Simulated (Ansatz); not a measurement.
Ideal-gas functions of `O[CH](Cl)[GeH3]` at 400 K and 1 bar, from an Ansatz frequency run at PBE0-D4/def2-TZVP.

Molar mass 141.11 g/mol, point group C1 (symmetry number 1), electronic degeneracy 1, moments of inertia 87.67, 258.175, 328.654 u Å². Harmonic wavenumbers (cm⁻¹, unscaled): 117, 160, 248, 337, 437, 470, 561, 668, 722, 815, 874, 877, 1123, 1166, 1270, 1396, 2159, 2177, 2191, 3071, 3808.

Use S(trans) = R[1.5 ln M + 2.5 ln T − 1.1517]; rotational temperatures θ = 24.2544 K / I; S(rot) = R[ln(√π/σ · √(T³/θAθBθC)) + 1.5]; for each mode x = 1.438777 ν̃/T, S = R[x/(eˣ − 1) − ln(1 − e⁻ˣ)] and H = RT x/(eˣ − 1); 1 cm⁻¹ = 0.0119627 kJ/mol; R = 8.31446 J/(mol·K).

Task: By hand: the entropy, in J/(mol·K).

Result: Translation 176.7. Rotation: θ = 0.2767, 0.0939, 0.0738 K, giving 118.0. Vibration, mode by mode: 15.57, 13.02, 9.53, 7.21, 5.36, 4.87, 3.76, 2.78, 2.38, 1.83, 1.54, 1.53, 0.75, 0.66, 0.49, 0.33, 0.03, 0.03, 0.03, 0.00, 0.00, in all 71.7. Electronic 0.0. Sum 366.4 J/(mol·K).

Task: By hand: H − E and G − E in kJ/mol, counted from the electronic energy.

Result: Zero-point energy ½ × 24647 × 0.0119627 = 147.4; thermal vibration 16.3; translation, rotation and pV give 4 RT = 13.3. H − E = 177.0 kJ/mol, and G − E = 177.0 − 400 × 366.4/1000 = 30.4 kJ/mol.

Vibration gives 20 % of the entropy, 15.6 J/(mol·K) of it from the mode under 150 cm⁻¹: soft modes count most, and the harmonic formula is weakest for them. The sum counts one conformer and one mirror image; others add a mixing term.
